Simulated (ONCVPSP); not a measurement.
# What the settings do to the ONCV potential of chromium (Cr)

Base potential:

ONCVPSP 4.0.1 input, shortened (lines: element, Z, core and valence counts, functional; n l f; lmax; l rc ep ncon nbas qcut; lloc lpopt rc5 dvloc0; l nproj debl; icmod fcfact rcfact), PBEsol, scalar-relativistic:

```
  Cr 24.00    5    2  -116133      upf
    1    0    2.00
    2    0    2.00
    2    1    6.00
    3    0    2.00
    3    1    6.00
    3    2    5.00
    4    1    1.00
    3
    0    4.05    0.27    3    7    1.80
    1    3.80    0.00    4    7    2.30
    2    1.10    0.00    4    8    9.90
    3    3.90    0.09    4    9    2.80
    4    3    1.10    3.00
    0    2    1.50
    1    2    3.50
    2    2    3.10
    3    2    2.00
    3    4.75    1.80
```

In the s channel the program set the typed energies aside and used -0.182, 1.318 Ha.

All-electron outer shells of the reference configuration (PBEsol, scalar-relativistic, ld1.x):

| shell | level (eV) | outermost node (bohr) | outermost maximum (bohr) |
| --- | --- | --- | --- |
| 3p | -46.75 | 0.33 | 0.80 |
| 3d | -4.28 | – | 0.84 |
| 4p | -1.73 | 1.24 | 3.80 |

Cutoffs, loose and tight: the cutoffs (Ha) at which the residual kinetic energy of the hardest occupied pseudo-wave falls to 1 and 0.1 mHa per electron. They do not see the model core or the augmentation charge, which bear on the density cutoff. Test errors are all-electron minus pseudo excitation energies from the reference, over the configurations 3d5 4s1 4p0; 3d5 4p0; 3d4 4p0; 3d4 4s2 4p0. A dash means not determined; rows that change the core or the reference have their own tests.

A true bound ghost makes a file unfit for plane-wave use even where its test errors are small: the radial tests pick states by their node count and pass the ghost by.

```csv
change,outcome,"cutoff, loose","cutoff, tight",bound ghosts,GHOST(+) flags above zero,largest test error (meV)
base,"generated, projector energies reset by the program",94 Ha,191 Ha,none,"s, p, f",-424
"d: ncon 5, nbas 9","generated, projector energies reset by the program",191 Ha,242 Ha,none,"s, p, f",-427
d: qcut 9,"generated, projector energies reset by the program",170 Ha,203 Ha,none,"s, p, f",-424
"core correction Teter function, fcfact 4.25, rcfact 1","generated, projector energies reset by the program",94 Ha,191 Ha,none,"s, p, f",+136
f: rc 5.58,"generated, projector energies reset by the program",94 Ha,191 Ha,none,"s, p",-424
```

(1) What comes out with this change to the base: all radii but the core radius scaled by about 1.16 (s 4.70, p 4.42, d 1.28, f 4.52 bohr); local potential polynomial inside 1.28 bohr (lpopt 3, dvloc0 3 Ha)?

(2) What comes out with this change to the base: d: nproj 0; local potential the d channel?

## Answers

(1) outcome: generated, projector energies reset by the program; cutoff, loose: 45 Ha; cutoff, tight: 86 Ha; bound ghosts: s; GHOST(+) flags above zero: s, f; largest test error (meV): -435.

(2) outcome: generated, projector energies reset by the program; cutoff, loose: 94 Ha; cutoff, tight: 191 Ha; bound ghosts: s, p; GHOST(+) flags above zero: p, f; largest test error (meV): -433.
